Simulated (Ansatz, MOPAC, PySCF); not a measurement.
Pair of molecules: HF (SMILES F) (first 2 atoms) with SiH4 (SMILES [SiH4]); geometry from B3LYP-D3(BJ)/def2-TZVP.
(charge 0, multiplicity 1):
```xyz
7

F     -0.20220    -0.42935    -0.46784
H     -0.10079    -0.77049     0.39116
Si    -0.03858     0.13559     3.06352
H      0.04706    -1.01661     2.12283
H      1.04913     1.08375     2.74880
H      0.11493    -0.39663     4.43365
H     -1.35700     0.78090     2.90078
```

Monomers are frozen at their geometry in the pair; levels with a basis set take the counterpoise correction.

Cores are frozen in the correlated methods. The state that PM3 reach isn't checked.

Run with Ansatz (a quantum-chemistry and plane-wave program) with Gaussian orbitals; MOPAC for PM3 (differences of heats of formation); PySCF for the dispersion terms. 

**Question.** One of these levels gives -1.01 kcal/mol for the interaction energy. Name it.
A) r2SCAN-D3(BJ)/def2-TZVPPD
B) PBE-D3(BJ)/def2-TZVPPD
C) CCSD/aug-cc-pV(T+d)Z
D) PM3

**Answer.** C, CCSD/aug-cc-pV(T+d)Z. The others give -3.22 (PM3), -2.29 (PBE-D3(BJ)/def2-TZVPPD), -1.84 (r2SCAN-D3(BJ)/def2-TZVPPD)
